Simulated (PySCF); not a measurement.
C5H14OP (charge +1).
SMILES with atom numbers: `[CH3:1][PH+:2]([CH3:3])[CH2:4][CH2:5][CH2:6][OH:7]` (hydrogens: H8, H9, H10 on C1; H11 on P2; H12, H13, H14 on C3; H15, H16 on C4; H17, H18 on C5; H19, H20 on C6; H21 on O7)

The same species was optimised twice, with GFN2-xTB and with PBE0-D3(BJ)/def2-SVP (PySCF), and the same property calculations (PySCF, gas phase) were run on both structures.

```csv
coordinate,GFN2-xTB,PBE0-D3(BJ)/def2-SVP,change
P2–C3 (Å),1.815,1.802,-0.013
C5–C6 (Å),1.523,1.512,-0.011
C1–P2 (Å),1.804,1.795,-0.009
P2–C4 (Å),1.826,1.817,-0.009
C6–O7 (Å),1.420,1.413,-0.007
C4–C5 (Å),1.525,1.528,+0.003
C1–P2–C3 (°),105.4,109.9,+4.5
C4–C5–C6 (°),109.7,113.9,+4.2
C3–P2–C4 (°),104.6,107.9,+3.3
P2–C4–C5 (°),114.2,117.2,+3.0
C1–P2–C4 (°),114.4,112.7,-1.7
C5–C6–O7 (°),105.8,107.1,+1.3
C1–P2–C4–C5 (°),-44,-43,+1
P2–C4–C5–C6 (°),-60,-62,-2
C4–C5–C6–O7 (°),48,58,+10
```

Rotational constants: A = 3436, B = 1474, C = 1285 MHz (GFN2-xTB) against A = 3428, B = 1359, C = 1185 MHz (PBE0-D3(BJ)/def2-SVP). Point groups within 0.08 Å: C1 and C1.

On the GFN2-xTB structure: HOMO (eV) -12.44 [PBE0/pcSseg-1]; LUMO (eV) -3.37 [PBE0/pcSseg-1]; GIAO shielding of C1/C3 (mean) (ppm) 174.3 [PBE0/pcSseg-1]; GIAO shielding of P2 (ppm) 338.9 [PBE0/pcSseg-1]; GIAO shielding of C4 (ppm) 161.5 [PBE0/pcSseg-1]; GIAO shielding of C5 (ppm) 160.5 [PBE0/pcSseg-1]; GIAO shielding of C6 (ppm) 119.8 [PBE0/pcSseg-1]; GIAO shielding of O7 (ppm) 286.4 [PBE0/pcSseg-1].

What do these properties become on the PBE0-D3(BJ)/def2-SVP structure?

| property | level | on GFN2-xTB | on PBE0-D3(BJ)/def2-SVP | change |
| --- | --- | --- | --- | --- |
| HOMO (eV) | PBE0/pcSseg-1 | -12.44 | -12.04 | +0.40 |
| LUMO (eV) | PBE0/pcSseg-1 | -3.37 | -3.46 | -0.09 |
| energy, GFN2-xTB geometry as zero (kcal/mol) | PBE0/pcSseg-1 | 0.0 | -4.0 | -4.0 |
| GIAO shielding of C1/C3 (mean) (ppm) | PBE0/pcSseg-1 | 174.3 | 177.2 | +2.9 |
| GIAO shielding of P2 (ppm) | PBE0/pcSseg-1 | 338.9 | 328.5 | -10.4 |
| GIAO shielding of C4 (ppm) | PBE0/pcSseg-1 | 161.5 | 161.6 | +0.1 |
| GIAO shielding of C5 (ppm) | PBE0/pcSseg-1 | 160.5 | 158.8 | -1.7 |
| GIAO shielding of C6 (ppm) | PBE0/pcSseg-1 | 119.8 | 119.7 | -0.1 |
| GIAO shielding of O7 (ppm) | PBE0/pcSseg-1 | 286.4 | 299.5 | +13.1 |

The heavy atoms differ by 0.127 Å rms after alignment. Among bonds between heavy atoms P2–C3 changes most (-0.013 Å). Changes are differences of the printed values. Neither structure is proved a minimum here. Geometry: PBE0-D3(BJ)/def2-SVP, one conformer, isolated ion.

Conformer computed: `[CH3:1][PH+:2]([CH3:3])[CH2:4][CH2:5][CH2:6][OH:7]`: C1–P2–C4–C5 -43°, P2–C4–C5–C6 -62°, C4–C5–C6–O7 58°, H–O7–C6–C5 178°.
